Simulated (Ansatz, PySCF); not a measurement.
System: CH₂Cl₃Si, charge 0, multiplicity 2. It need not be the lowest isomer of its formula. 
Structure (B3LYP-D3(BJ)/def2-TZVP (Ansatz, a quantum-chemistry and plane-wave program) minimum search):
```xyz
7

C     -2.0911    -0.2217     0.0374
Si    -0.2839    -0.0336     0.0055
Cl     0.5294    -1.2719    -1.4065
Cl     0.2490     1.8930    -0.4555
Cl     0.5063    -0.4842     1.8392
H     -2.6700    -0.0064     0.9270
H     -2.6493    -0.5192    -0.8414
```
Charge 0, spin multiplicity 2.

Dipole moments at this geometry, in debye (magnitudes).

| level | program | dipole (D) |
|---|---|---|
| PBE0/def2-TZVPD | Ansatz | 1.92 |
| TPSSh/def2-TZVPD | PySCF | 1.88 |
| CAM-B3LYP/def2-TZVPD | Ansatz | 1.95 |
| LC-wPBE/def2-TZVPD | Ansatz | ___ |
| wB97X-V/def2-TZVPD | Ansatz | 1.96 |
| CCSD(T)/aug-cc-pV(D+d)Z | Ansatz | ___ |

Q: Some entries are withheld; supply them.

A: 
- LC-wPBE/def2-TZVPD, dipole (D): 2.00
- CCSD(T)/aug-cc-pV(D+d)Z, dipole (D): 1.86
